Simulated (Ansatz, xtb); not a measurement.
**CHBNSe+: where a starting geometry ends**

The starting geometry of this gas-phase singlet was built from a drawn formula by distance geometry and a force field; its bonds are those of `B1=C2N[Se+]12`.

```xyz
5

C    -1.6806    0.6979   -2.8737
B    -1.9340    0.1288   -4.1707
N    -1.9097    1.6470   -1.9359
Se   -2.9128    1.8655   -3.5568
H    -1.7505    2.1095   -1.0020
```

**Question.** Predict what it relaxes into with r2SCAN-D4/def2-SVP.

**Answer.** 2 bonds break, leaving `[NH+]#CB=[Se]`. Distances that change by over a tenth: C1–N3 (1.35 → 1.16 Å), B2–Se4 (2.09 → 1.72 Å). Contacts that open: C1–Se4 (1.83 → 3.22 Å), N3–Se4 (1.92 → 4.37 Å).

The energy falls by 6.71 eV over 16 steps:

```
step  E − E(last) (eV)
   1             6.715
   3             4.313
   4             3.407
   6             1.959
   8             0.879
   9             0.539
  11             0.144
  13             0.000
  14             0.000
  16             0.000
```

Final geometry (Å):

```yaml
atoms:
  - { symbol: C, position_ang: [-1.9310, 1.3242, -2.4550] }
  - { symbol: B, position_ang: [-2.5082, 1.1369, -3.8248] }
  - { symbol: N, position_ang: [-1.4853, 1.4690, -1.3972] }
  - { symbol: Se, position_ang: [-3.1707, 0.9219, -5.3972] }
  - { symbol: H, position_ang: [-1.0925, 1.5967, -0.4649] }
```

From the same start GFN2-xTB reaches the same bonding as this run.

The end wasn't checked by frequencies. Run with Ansatz 0.2.0, 93 s on 1 thread of AMD EPYC (Zen 3), on a shared host.
